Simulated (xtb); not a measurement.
C2H6AuClS, singlet, geometry from GFN2-xTB (such geometries of metal compounds can be far from the true shape), atoms displaced at random by about 0.1 Å a coordinate; GFN2-xTB with ALPB(cs2) in xtb 6.7.1.

Input for xtb:
```
$ xtb mol.xyz --gfn 2 --opt --alpb cs2 --json

# file mol.xyz
11

Au     0.36176017    -0.22408688    -0.11021514
Cl     2.57223682    -1.29764884     0.46417959
C     -1.49193923     2.12929722    -1.19077761
S     -1.92135560     0.51830647    -0.42290662
C     -2.23107340     1.23046696     1.44198775
H     -0.85282998     2.74156649    -0.90576059
H     -2.57152827     2.61579995    -1.29663078
H     -1.28582903     1.74922915    -2.30442242
H     -1.42572930     1.88822069     1.60489848
H     -2.33743385     0.67632584     1.98401772
H     -3.20308456     1.99866968     1.16618066
```

Problem. Write the output that xtb gives for this input, abridged.

Solution. 
```
   ID    Z sym.   atoms
    1   79 Au     1
    2   17 Cl     2
    3    6 C      3, 5
    4   16 S      4
    5    1 H      6-11

           -------------------------------------------------
          |                Calculation Setup                |
           -------------------------------------------------

           -------------------------------------------------
          |                 G F N 2 - x T B                 |
           -------------------------------------------------

      * Solvation model:               ALPB
        Solvent                        cs2
        Parameter file                 internal GFN2-xTB/ALPB
        Dielectric constant                2.6400E+00
        Reference state                gsolv [1 M gas/solution]
        Free energy shift                  4.9805E-03 Eh       3.1253E+00 kcal/mol
        Temperature                        2.9815E+02 K
        Density                            1.2600E+00 kg/L
        Solvent mass                       7.6140E+01 g/mol
        Interaction kernel             P16
        Born radius scaling (c1)           1.3548E+00
        Born radii integrator          GBOBC
        Born offset                        0.0000E+00 a0       0.0000E+00 AA
        H-bond correction              false
        Ion screening                  false
        Surface tension                    1.0000E-05 Eh       1.5569E+01 dyn/cm
        Grid points                               230 per atom

          ...................................................
          :                      SETUP                      :
          :.................................................:
          :  # basis functions                  44          :
          :  # atomic orbitals                  41          :
          :  # shells                           19          :
          :  # electrons                        38          :
          :  max. iterations                   250          :
          :  Hamiltonian                  GFN2-xTB          :
          :  restarted?                      false          :
          :  GBSA solvation                   true          :
          :  PC potential                    false          :
          :  electronic temp.          300.0000000     K    :
          :  accuracy                    1.0000000          :
          :  -> integral cutoff          0.2500000E+02      :
          :  -> integral neglect         0.1000000E-07      :
          :  -> SCF convergence          0.1000000E-05 Eh   :
          :  -> wf. convergence          0.1000000E-03 e    :
          :  Broyden damping             0.4000000          :
          :  net charge                          0          :
          :  unpaired electrons                  0          :
          ...................................................

 iter      E             dE          RMSdq      gap      omega  full diag
   1    -19.0759572 -0.190760E+02  0.437E+00    4.82       0.0  T
   2    -19.1316270 -0.556698E-01  0.265E+00    3.72       1.0  T
   3    -19.1355641 -0.393715E-02  0.126E+00    3.31       1.0  T
   4    -19.1361777 -0.613576E-03  0.428E-01    2.82       1.0  T
   5    -19.1362361 -0.583833E-04  0.163E-01    2.83       1.0  T
   6    -19.1362870 -0.508824E-04  0.943E-02    2.83       1.0  T
   7    -19.1363068 -0.198257E-04  0.511E-02    2.83       1.0  T
   8    -19.1363148 -0.803773E-05  0.328E-02    2.84       1.0  T
   9    -19.1363180 -0.317566E-05  0.142E-02    2.84       2.1  T
  10    -19.1363185 -0.476800E-06  0.345E-03    2.84       8.8  T
  11    -19.1363185 -0.142513E-07  0.110E-03    2.84      27.4  T
  12    -19.1363185 -0.871317E-09  0.364E-04    2.84      82.9  T
  13    -19.1363185 -0.178098E-09  0.242E-04    2.84     124.7  T

   *** convergence criteria satisfied after 13 iterations ***

         :::::::::::::::::::::::::::::::::::::::::::::::::::::
         ::                     SUMMARY                     ::
[...]
 * total energy  :   -19.0458204 Eh     change       -0.1962795E-01 Eh
 * total energy  :   -19.0475379 Eh     change       -0.1717500E-02 Eh
 * total energy  :   -19.0489174 Eh     change       -0.1379417E-02 Eh
 * total energy  :   -19.0491427 Eh     change       -0.2253436E-03 Eh
 * total energy  :   -19.0492545 Eh     change       -0.1117920E-03 Eh
 * total energy  :   -19.0492968 Eh     change       -0.4231497E-04 Eh
 * total energy  :   -19.0493292 Eh     change       -0.3241539E-04 Eh
 * total energy  :   -19.0493444 Eh     change       -0.1512754E-04 Eh
 * total energy  :   -19.0493601 Eh     change       -0.1574854E-04 Eh
 * total energy  :   -19.0493659 Eh     change       -0.5768867E-05 Eh
 * total energy  :   -19.0493737 Eh     change       -0.7829091E-05 Eh
 * total energy  :   -19.0493779 Eh     change       -0.4218232E-05 Eh
   *** GEOMETRY OPTIMIZATION CONVERGED AFTER 14 ITERATIONS ***
         :: total energy             -19.049377917451 Eh    ::
[...]
        19        2.0000           -0.3854023             -10.4873 (HOMO)
        20                         -0.2431726              -6.6171 (LUMO)
        21                         -0.1880673              -5.1176
        22                         -0.1166775              -3.1750
        23                         -0.0418838              -1.1397
        24                         -0.0415959              -1.1319
        25                         -0.0037122              -0.1010
        26                          0.0048992               0.1333
        27                          0.0056605               0.1540
        28                          0.0848649               2.3093
        29                          0.0870390               2.3685
        30                          0.0870396               2.3685
       ...                                ...                  ...
        41                          0.7954144              21.6443
      -------------------------------------------------------------
                  HL-Gap            0.1422297 Eh            3.8703 eV
             Fermi-level           -0.3142874 Eh           -8.5522 eV

     #   Z          covCN         q      C6AA      α(0)
     1  79 Au       1.824     0.294   270.837    31.526
     2  17 Cl       0.875    -0.580   118.652    16.664
     3   6 C        3.744    -0.071    21.928     6.680
     4  16 S        2.887    -0.065   143.746    20.179
     5   6 C        3.744    -0.071    21.926     6.680
     6   1 H        0.925     0.076     2.023     2.224
     7   1 H        0.925     0.087     1.909     2.161
     8   1 H        0.925     0.083     1.945     2.181
     9   1 H        0.925     0.076     2.025     2.225
    10   1 H        0.925     0.083     1.946     2.182
    11   1 H        0.925     0.087     1.910     2.161

 Mol. C6AA /au·bohr⁶  :       3238.345549
 Mol. C8AA /au·bohr⁸  :     156108.069370
 Mol. α(0) /au        :         94.862976

Wiberg/Mayer (AO) data.
largest (>0.10) Wiberg bond orders for each atom

 ---------------------------------------------------------------------------
     #   Z sym  total        # sym  WBO       # sym  WBO       # sym  WBO
 ---------------------------------------------------------------------------
     1  79 Au   1.225 --     2 Cl   0.649     4 S    0.546
     2  17 Cl   0.716 --     1 Au   0.649
     3   6 C    3.959 --     4 S    0.994     6 H    0.980     7 H    0.978
                             8 H    0.976
     4  16 S    2.664 --     5 C    0.994     3 C    0.994     1 Au   0.546
     5   6 C    3.959 --     4 S    0.994     9 H    0.980    11 H    0.978
                            10 H    0.976
     6   1 H    0.994 --     3 C    0.980
     7   1 H    0.992 --     3 C    0.978
     8   1 H    0.993 --     3 C    0.976
     9   1 H    0.994 --     5 C    0.980
    10   1 H    0.993 --     5 C    0.976
    11   1 H    0.992 --     5 C    0.978
 ---------------------------------------------------------------------------

Topologies differ in total number of bonds
Writing topology from bond orders to xtbtopo.mol

molecular dipole:
                 x           y           z       tot (Debye)
 q only:       -3.520       2.347      -0.309
   full:       -3.401       2.478      -0.243      10.714
molecular quadrupole (traceless):
                xx          xy          yy          xz          yz          zz
 q only:       -9.772       1.804       4.425      -4.165       0.272       5.347
  q+dip:      -10.728       1.352       5.393      -4.533       0.408       5.334
   full:      -11.301       1.051       5.585      -4.887       0.251       5.716

optimized geometry written to: xtbopt.xyz

           -------------------------------------------------
          | TOTAL ENERGY              -19.049377917451 Eh   |
          | GRADIENT NORM               0.000744715544 Eh/α |
          | HOMO-LUMO GAP               3.870267886902 eV   |
           -------------------------------------------------
```
